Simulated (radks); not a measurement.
Removal energies from the indium ion In+, [Kr] 4d10 5s2, by Delta-SCF beside the eigenvalue of the level emptied. Method: scalar-relativistic Kohn-Sham, LDA (Slater exchange, Perdew-Wang correlation), spin-polarised, spherical densities, finite nucleus; Fermi nuclear charge, rms radius of each element as measured or else 0.836 A^(1/3) + 0.57 fm; computed with a radial shooting solver on a logarithmic mesh with Libxc functionals. Open shells are filled with parallel spins first.

| removed from | final configuration | Delta-SCF (eV) | -eigenvalue (eV) |
|---|---|---|---|
| 5s | [Kr] 4d10 5s1 | 19.415 | 15.302 |
| 4d | [Kr] 4d9 5s2 | 33.505 | 26.257 |
| 4p | [Ar] 3d10 4s2 4p5 4d10 5s2 | 93.823 | 85.617 |
| 4s | [Ar] 3d10 4s1 4p6 4d10 5s2 | 135.60 | 127.02 |
